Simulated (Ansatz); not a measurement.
Frontier orbitals of `BC[SiH2][AlH2]`.

```xyz
12

B    -0.5777   -0.2083   -1.9192
C    -1.2238   -0.1120   -0.5356
Si    0.3833    0.6548    0.1930
Al    1.1016   -0.4212    2.2749
H    -0.0237   -1.2132   -2.2638
H    -0.5629    0.7447   -2.6464
H    -2.0021    0.6375   -0.3907
H    -1.4543   -1.0425   -0.0189
H     0.2339    2.1346    0.2463
H     1.4668    0.4040   -0.8224
H     1.8740    0.3856    3.4029
H     0.7850   -1.9642    2.4798
```

Charge 0, multiplicity 1. The geometry is a stationary point of PBE0-D4/def2-TZVP. It is one conformer, not always the lowest. Basis def2-TZVPP, the Gaussian-basis code of Ansatz.

| functional | HOMO (eV) | LUMO (eV) | gap (eV) |
| --- | --- | --- | --- |
| PBE | -6.56 | -3.01 | 3.55 |
| BLYP | -6.41 | -2.87 | 3.54 |
| PBE0 | -7.59 | -2.23 | 5.36 |
| r2SCANh | -7.14 | -2.47 | 4.67 |
| r2SCAN0 | -7.72 | -2.08 | 5.64 |
| ωB97M-V | -9.55 | -0.59 | 8.96 |

From PBE to PBE0 the HOMO moves by −1.02 eV and the LUMO by +0.78 eV, and with ωB97M-V by −2.99 and +2.42 eV, so the gap grows from 3.55 to 8.96 eV with exact exchange.
